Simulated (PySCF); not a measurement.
C3H6BNO. Atoms are numbered in the order given.

```xyz
12

C      1.1326    -2.1689     0.0000
C      0.3786    -1.2140     0.0000
B     -0.5890    -0.0010     0.0000
N     -1.9745    -0.2232     0.0000
O     -0.1380     1.2860     0.0000
C      1.2126     1.6505     0.0000
H      1.7972    -3.0142     0.0000
H     -2.3811    -1.1462     0.0000
H     -2.6362     0.5410     0.0000
H      1.4334     2.2599    -0.8915
H      1.4334     2.2599     0.8915
H      1.8807     0.7737     0.0000
```

Geometry: PBE0-D3(BJ)/def2-SVP. This is a generated structure with no PubChem entry under its InChIKey; it may be hypothetical. One conformer was computed; it need not be the lowest.

Computed with TDDFT-ωB97X/def2-SVPD in PySCF.

Vertical excitations. Isolated molecule, no solvent. State labels are in the subgroup Cs.

Computed UV-visible absorptions:
```json
[
 {"state": "S1", "symmetry": "A\"", "energy (eV)": "5.87", "λ (nm)": "211", "f": "0.000", "main pairs": "HOMO−2→LUMO 93 %"},
 {"state": "S2", "symmetry": "A'", "energy (eV)": "6.34", "λ (nm)": "196", "f": "0.033", "main pairs": "HOMO−1→LUMO 44 %, HOMO−2→LUMO+2 27 %, HOMO→LUMO 18 %"},
 {"state": "S3", "symmetry": "A\"", "energy (eV)": "6.67", "λ (nm)": "186", "f": "0.000", "main pairs": "HOMO−1→LUMO+2 55 %, HOMO→LUMO+2 18 %"},
 {"state": "S4", "symmetry": "A\"", "energy (eV)": "7.34", "λ (nm)": "169", "f": "0.026", "main pairs": "HOMO→LUMO+1 80 %"},
 {"state": "S5", "symmetry": "A'", "energy (eV)": "7.35", "λ (nm)": "169", "f": "0.169", "main pairs": "HOMO→LUMO 74 %, HOMO−1→LUMO 19 %"},
 {"state": "S6", "symmetry": "A\"", "energy (eV)": "8.15", "λ (nm)": "152", "f": "0.000", "main pairs": "HOMO−3→LUMO 91 %"},
 {"state": "S7", "symmetry": "A\"", "energy (eV)": "8.21", "λ (nm)": "151", "f": "0.032", "main pairs": "HOMO−1→LUMO+1 40 %, HOMO→LUMO+2 28 %, HOMO−1→LUMO+2 13 %"},
 {"state": "S8", "symmetry": "A'", "energy (eV)": "8.32", "λ (nm)": "149", "f": "0.120", "main pairs": "HOMO−2→LUMO+1 64 %, HOMO−2→LUMO+3 16 %, HOMO−2→LUMO+4 10 %"},
 {"state": "S9", "symmetry": "A\"", "energy (eV)": "8.35", "λ (nm)": "149", "f": "0.056", "main pairs": "HOMO→LUMO+2 38 %, HOMO−1→LUMO+1 24 %, HOMO−1→LUMO+3 9 %"},
 {"state": "S10", "symmetry": "A\"", "energy (eV)": "8.89", "λ (nm)": "140", "f": "0.006", "main pairs": "HOMO→LUMO+4 22 %, HOMO→LUMO+3 20 %, HOMO−1→LUMO+4 15 %, HOMO→LUMO+6 12 %"},
 {"state": "T1", "symmetry": "A'", "energy (eV)": "4.96", "λ (nm)": "250", "f": "0", "main pairs": "HOMO−1→LUMO 56 %, HOMO→LUMO 20 %, HOMO−2→LUMO+2 10 %"},
 {"state": "T2", "symmetry": "A\"", "energy (eV)": "5.47", "λ (nm)": "227", "f": "0", "main pairs": "HOMO−2→LUMO 84 %"},
 {"state": "T3", "symmetry": "A'", "energy (eV)": "5.73", "λ (nm)": "217", "f": "0", "main pairs": "HOMO−2→LUMO+2 64 %"},
 {"state": "T4", "symmetry": "A'", "energy (eV)": "6.30", "λ (nm)": "197", "f": "0", "main pairs": "HOMO→LUMO 65 %, HOMO−1→LUMO 21 %"}
]
```
Triplets are in the Tamm–Dancoff approximation, which puts them higher than full response would, so one can lie above its singlet here.
